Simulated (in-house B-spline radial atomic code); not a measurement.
Orbital energies and mean radii along the 14-electron series, configuration [Ne] 3s2 3p2. The effective charge is n√(-2ε), a non-relativistic measure. Computed with a radial B-spline atomic code at the basis-set limit: non-relativistic Hartree-Fock, average of the configuration, point nuclei.

This level leaves out relativity, spin-orbit splitting included, which matters for heavy ions.

```json
{"ion": "Si", "Z": "14", "energy of 3s (Eh)": "-0.5436", "mean radius of 3s (bohr)": "2.2041", "energy of 1s (Eh)": "-68.819", "mean radius of 1s (bohr)": "0.11143", "energy of 3p (Eh)": "-0.27874", "mean radius of 3p (bohr)": "2.7877", "effective charge of 3s": "3.1281"}
{"ion": "P+", "Z": "15", "energy of 3s (Eh)": "-1.0366", "mean radius of 3s (bohr)": "1.8465", "energy of 1s (Eh)": "-80.387", "mean radius of 1s (bohr)": "0.1038", "energy of 3p (Eh)": "-0.69517", "mean radius of 3p (bohr)": "2.1466", "effective charge of 3s": "4.3196"}
{"ion": "S2+", "Z": "16", "energy of 3s (Eh)": "-1.66", "mean radius of 3s (bohr)": "1.5967", "energy of 1s (Eh)": "-92.98", "mean radius of 1s (bohr)": "0.097143", "energy of 3p (Eh)": "-1.2399", "mean radius of 3p (bohr)": "1.7773", "effective charge of 3s": "5.4663"}
{"ion": "Cl3+", "Z": "17", "energy of 3s (Eh)": "-2.4054", "mean radius of 3s (bohr)": "1.4113", "energy of 1s (Eh)": "-106.59", "mean radius of 1s (bohr)": "0.091282", "energy of 3p (Eh)": "-1.9063", "mean radius of 3p (bohr)": "1.5277", "effective charge of 3s": "6.58"}
{"ion": "Ar4+", "Z": "18", "energy of 3s (Eh)": "-3.2689", "mean radius of 3s (bohr)": "1.2672", "energy of 1s (Eh)": "-121.21", "mean radius of 1s (bohr)": "0.086084", "energy of 3p (Eh)": "-2.6908", "mean radius of 3p (bohr)": "1.3449", "effective charge of 3s": "7.6707"}
{"ion": "K5+", "Z": "19", "energy of 3s (Eh)": "-4.2483", "mean radius of 3s (bohr)": "1.1514", "energy of 1s (Eh)": "-136.84", "mean radius of 1s (bohr)": "0.081443", "energy of 3p (Eh)": "-3.5915", "mean radius of 3p (bohr)": "1.2038", "effective charge of 3s": "8.7447"}
{"ion": "Ca6+", "Z": "20", "energy of 3s (Eh)": "-5.3425", "mean radius of 3s (bohr)": "1.056", "energy of 1s (Eh)": "-153.47", "mean radius of 1s (bohr)": "0.077275", "energy of 3p (Eh)": "-4.607", "mean radius of 3p (bohr)": "1.0911", "effective charge of 3s": "9.8064"}
{"ion": "Sc7+", "Z": "21", "energy of 3s (Eh)": "-6.5504", "mean radius of 3s (bohr)": "0.97587", "energy of 1s (Eh)": "-171.1", "mean radius of 1s (bohr)": "0.07351", "energy of 3p (Eh)": "-5.7365", "mean radius of 3p (bohr)": "0.99868", "effective charge of 3s": "10.859"}
{"ion": "Ti8+", "Z": "22", "energy of 3s (Eh)": "-7.8716", "mean radius of 3s (bohr)": "0.90747", "energy of 1s (Eh)": "-189.74", "mean radius of 1s (bohr)": "0.070093", "energy of 3p (Eh)": "-6.9793", "mean radius of 3p (bohr)": "0.9213", "effective charge of 3s": "11.903"}
{"ion": "V9+", "Z": "23", "energy of 3s (Eh)": "-9.3056", "mean radius of 3s (bohr)": "0.84834", "energy of 1s (Eh)": "-209.39", "mean radius of 1s (bohr)": "0.066979", "energy of 3p (Eh)": "-8.335", "mean radius of 3p (bohr)": "0.85546", "effective charge of 3s": "12.942"}
{"ion": "Cr10+", "Z": "24", "energy of 3s (Eh)": "-10.852", "mean radius of 3s (bohr)": "0.79666", "energy of 1s (Eh)": "-230.03", "mean radius of 1s (bohr)": "0.064129", "energy of 3p (Eh)": "-9.8034", "mean radius of 3p (bohr)": "0.7987", "effective charge of 3s": "13.976"}
{"ion": "Mn11+", "Z": "25", "energy of 3s (Eh)": "-12.511", "mean radius of 3s (bohr)": "0.75108", "energy of 1s (Eh)": "-251.68", "mean radius of 1s (bohr)": "0.06151", "energy of 3p (Eh)": "-11.384", "mean radius of 3p (bohr)": "0.74922", "effective charge of 3s": "15.006"}
{"ion": "Fe12+", "Z": "26", "energy of 3s (Eh)": "-14.281", "mean radius of 3s (bohr)": "0.71054", "energy of 1s (Eh)": "-274.33", "mean radius of 1s (bohr)": "0.059096", "energy of 3p (Eh)": "-13.077", "mean radius of 3p (bohr)": "0.70566", "effective charge of 3s": "16.033"}
{"ion": "Co13+", "Z": "27", "energy of 3s (Eh)": "-16.164", "mean radius of 3s (bohr)": "0.67425", "energy of 1s (Eh)": "-297.98", "mean radius of 1s (bohr)": "0.056864", "energy of 3p (Eh)": "-14.881", "mean radius of 3p (bohr)": "0.667", "effective charge of 3s": "17.057"}
{"ion": "Ni14+", "Z": "28", "energy of 3s (Eh)": "-18.158", "mean radius of 3s (bohr)": "0.64156", "energy of 1s (Eh)": "-322.63", "mean radius of 1s (bohr)": "0.054794", "energy of 3p (Eh)": "-16.798", "mean radius of 3p (bohr)": "0.63244", "effective charge of 3s": "18.079"}
{"ion": "Cu15+", "Z": "29", "energy of 3s (Eh)": "-20.264", "mean radius of 3s (bohr)": "0.61194", "energy of 1s (Eh)": "-348.29", "mean radius of 1s (bohr)": "0.052869", "energy of 3p (Eh)": "-18.826", "mean radius of 3p (bohr)": "0.60135", "effective charge of 3s": "19.099"}
{"ion": "Zn16+", "Z": "30", "energy of 3s (Eh)": "-22.482", "mean radius of 3s (bohr)": "0.58498", "energy of 1s (Eh)": "-374.94", "mean radius of 1s (bohr)": "0.051074", "energy of 3p (Eh)": "-20.966", "mean radius of 3p (bohr)": "0.57323", "effective charge of 3s": "20.117"}
{"ion": "Ga17+", "Z": "31", "energy of 3s (Eh)": "-24.811", "mean radius of 3s (bohr)": "0.56032", "energy of 1s (Eh)": "-402.59", "mean radius of 1s (bohr)": "0.049397", "energy of 3p (Eh)": "-23.218", "mean radius of 3p (bohr)": "0.54766", "effective charge of 3s": "21.133"}
{"ion": "Ge18+", "Z": "32", "energy of 3s (Eh)": "-27.252", "mean radius of 3s (bohr)": "0.53769", "energy of 1s (Eh)": "-431.25", "mean radius of 1s (bohr)": "0.047826", "energy of 3p (Eh)": "-25.581", "mean radius of 3p (bohr)": "0.52431", "effective charge of 3s": "22.148"}
```

**Question.** How does the screening of 3s change?

**Answer.** Z less the effective charge goes from 10.87 at Z = 14 to 9.85 at Z = 32.
